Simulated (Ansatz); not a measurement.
Consider the redistribution: `[CH3][SnH2][SiH2]N` + `[NH]=[Ta]([OH])([F])[F]` → `[CH3][SnH2][SiH2]O` + `[NH]=[Ta]([NH2])([F])[F]`.

Calculated with Ansatz (gas phase, PBE0-D4/def2-TZVP geometries, no zero-point term in ΔE). CBS: MP2 limit from def2 TZ/QZ plus the TZ coupled-cluster correction, frozen cores. Functionals use def2-TZVPP. B3LYP here is the variant with VWN-RPA as its local correlation; programs differ in this. Elements past krypton have def2 core potentials. For Sn, Ta outer-core shells are correlated without core-valence functions, which leaves a few kJ/mol of doubt a bond. One conformer a species, not always the lowest.

| level | ΔE (kJ/mol) | difference from CCSD(T)/CBS |
| --- | --- | --- |
| PBE-D4 | 7.6 | 5.7 |
| r2SCAN-D4 | 7.3 | 5.4 |
| PBE0-D4 | 6.6 | 4.7 |
| B3LYP-D4 | 5.1 | 3.2 |
| ωB97M-V | 5.7 | 3.8 |
| MP2/def2-TZVPP | 1.8 | -0.1 |
| HF/def2-QZVPP | 3.9 | 2.0 |
| SCS-MP2/def2-QZVPP | 1.6 | -0.3 |
| HF/CBS(def2) | 3.9 | 2.0 |
| MP2/CBS(def2) | 1.5 | -0.4 |
| CCSD(T)/CBS | 1.9 | 0 |

Largest T1 diagnostic among the species: 0.019.
